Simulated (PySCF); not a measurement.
A calculated (BLYP, PySCF 2.14, x2c-QZVPPall, scalar relativity by spin-free X2C-1e) atom or ion has these occupied shells.

| shell | electrons | orbital energy (eV) | rms radius, mean of both spins (bohr) |
| --- | --- | --- | --- |
| 1s α | 1 | -19820.0 | 0.0404 |
| 1s β | 1 | -19819.9 | 0.0404 |
| 2s α | 1 | -2819.9 | 0.167 |
| 2s β | 1 | -2819.5 | 0.167 |
| 2p α | 3 | -2524.4 | 0.148 |
| 2p β | 3 | -2524.1 | 0.148 |
| 3s α | 1 | -498.68 | 0.459 |
| 3s β | 1 | -498.44 | 0.459 |
| 3p α | 3 | -401.79 | 0.464 |
| 3p β | 3 | -401.52 | 0.464 |
| 3d α | 5 | -243.88 | 0.455 |
| 3d β | 5 | -243.49 | 0.455 |
| 4s α | 1 | -87.207 | 1.17 |
| 4s β | 1 | -85.222 | 1.17 |
| 4p α | 3 | -61.057 | 1.30 |
| 4p β | 3 | -58.925 | 1.30 |
| 4d α | 3 | -24.777 | 1.80 |
| 5s α | 1 | -19.794 | 3.01 |

Task: Name the element and its charge.

Result: Mo²⁺ (molybdenum, charge +2), in [Kr] 4d3 5s1, high-spin 5F determinant (an excited configuration).
